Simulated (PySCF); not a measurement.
Broadened absorption spectrum of BF2H6NSi2

Species: BF2H6NSi2.
Numbering: `[F:1][B:2]([F:3])[SiH2:4][NH:5][SiH3:6]` (hydrogens: H7, H8 on Si4; H9 on N5; H10, H11, H12 on Si6)

The calculation used TDDFT PBE0/def2-SVPD, vertical, gas phase, core orbitals frozen in the response (PySCF). The structure is a single PBE0-D3(BJ)/def2-SVP conformer in the gas phase; no vibrational or solvent corrections. Torsions of this conformer, `[F:1][B:2]([F:3])[SiH2:4][NH:5][SiH3:6]`: F1–B2–Si4–N5 -22°, B2–Si4–N5–Si6 -32°.

Computed states:

| state | E (eV) | f |
| --- | --- | --- |
| S1 | 5.13 | 0.0072 |
| S2 | 6.15 | 0.0001 |
| S3 | 6.54 | 0.044 |
| S4 | 6.96 | 0.041 |
| S5 | 7.28 | 0.0089 |
| S6 | 7.32 | 0.0023 |
| S7 | 7.42 | 0.018 |
| S8 | 7.51 | 0.017 |
| S9 | 7.58 | 0.022 |
| S10 | 7.70 | 0.016 |

Broadening: Gaussians 0.5 eV wide at half height, area fixed by f = 4.319×10⁻⁹ ∫ε dν̃. The width is an assumption, not a result. The curve ends short of the highest state used, and states not computed would add to its high-energy end.

Q: What does the envelope look like, and where are its maxima?

A: 
(λ (nm), ε (L mol⁻¹ cm⁻¹)): (174.6, 2827), (179.3, 2879), (184.0, 2843), (188.7, 2770), (193.4, 2071), (198.2, 996), (202.9, 320), (207.6, 72), (212.3, 14), (217.0, 11), (221.7, 37), (226.4, 103), (231.2, 213), (235.9, 325), (240.6, 385), (245.3, 363), (250.0, 279), (254.7, 180), (259.5, 97), (264.2, 46), (268.9, 19), (273.6, 7), (278.3, 2), (283.0, 1)

Maxima: 242 nm (5.13 eV), ε about 390, made up of S1 (100%); 186 nm (6.67 eV), ε about 2800, made up of S3 (68%) and S4 (32%) (hardly more than a shoulder); 179 nm (6.94 eV), ε about 2900, made up of S3 (14%) and S4 (77%) (ε in L mol⁻¹ cm⁻¹; maxima over ε = 5, shares over 10%).

Q: On this curve, what absorbance would a 10⁻³ mol/L sample give at 193 nm over a 1 cm path?

A: 193 nm is 6.424 eV, where ε is about 2200 L mol⁻¹ cm⁻¹, so A = ε c l ≈ 2.2 (Beer–Lambert, with the gas-phase spectrum and the assumed width).

Q: What would ε be at 6.94 eV, the highest of these maxima, with half the width (0.25 eV)?

A: About 4370 L mol⁻¹ cm⁻¹ against 2880, a factor of about 1.5; a lone state at its own centre would give exactly 2.

Q: Coming from long wavelengths, where does ε first pass 100 L mol⁻¹ cm⁻¹?

A: At about 259 nm (4.78 eV), 0.35 eV below S1.

All these states lie below the vertical ionisation energy of 9.49 eV (ΔSCF).
